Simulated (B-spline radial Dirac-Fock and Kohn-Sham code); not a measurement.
Widths and yields of inner-shell holes in Hf⁴⁺

System: Hf⁴⁺ in the configuration [Xe] 4f14, inside a Watson sphere of charge -4 and radius 1.8 Å (a model of the Madelung potential; inside it an electron's potential energy is raised by 32.0 eV).

Input file task.json (cfg lists n, l and occupation; rrms is the nuclear radius in fm):

```json
{"items": [{
  "Z": 72,
  "q": 4,
  "cfg": [[1, 0, 2], [2, 0, 2], [2, 1, 6], [3, 0, 2], [3, 1, 6], [3, 2, 10], [4, 0, 2], [4, 1, 6], [4, 2, 10], [4, 3, 14], [5, 0, 2], [5, 1, 6]],
  "A": 180,
  "rrms": 5.347,
  "watson": [-4, 1.8],
  "do": ["binding", "quiet", "decay"],
  "holes": ["K", "L1", "L2", "L3", "M1", "M2", "M3", "M4", "M5", "N1", "N2", "N3", "N4", "N5", "N6", "N7"]
}]}
```

Command: `python xray_run.py task.json out`

Level of theory: independent-particle rates on relativistic LDA orbitals of the hole state (multipoles up to L = 3, Coulomb Auger matrix elements, transition energies from Dirac-Fock); a radial atomic solver.

Partial widths are in eV. Coster-Kronig decay leaves a hole in the same principal shell; its rates are the weakest part of the model, often 1.5 to 2.5 times too large and more for N holes. Holes without an open Auger channel, or with an unreliable SCF state, are not listed.

```
      hole  radiative   Auger  Coster-Kronig  total  fluorescence yield  lifetime (fs)
    K (1s)       33.3    1.53              0   34.8               0.956         0.0189
   L1 (2s)      0.714    1.87           2.98   5.56               0.128          0.118
L2 (2p1/2)       1.21    2.75          0.658   4.62               0.262          0.143
L3 (2p3/2)       1.09    3.45              0   4.55               0.240          0.145
   M1 (3s)     0.0250   0.945           15.3   16.3                   ?              ?
M2 (3p1/2)     0.0255    1.05           10.3   11.4             0.00224         0.0578
M3 (3p3/2)     0.0265    1.25           8.72   10.0             0.00265         0.0658
M4 (3d3/2)     0.0299    1.58              0   1.61              0.0186          0.408
M5 (3d5/2)     0.0283    1.64              0   1.67              0.0169          0.394
   N1 (4s)   0.000780  0.0801           12.7   12.8            6.11e-05         0.0516
N2 (4p1/2)    0.00137  0.0811           11.3   11.4            0.000120         0.0578
N3 (4p3/2)   0.000873  0.0886           9.67   9.76            8.95e-05         0.0674
N4 (4d3/2)    0.00118  0.0629           6.69   6.76            0.000174         0.0974
N5 (4d5/2)    0.00106  0.0742           6.47   6.54            0.000162          0.101
```

Problem. What are the fluorescence yield and the lifetime of the M1 (3s) hole?

Solution. The yield is the radiative width over the total, 0.00153, and the lifetime is ħ/Γ = 0.0404 fs.

Values without a named source are computed, but for edge energies of neutral atoms, which are taken from tables.
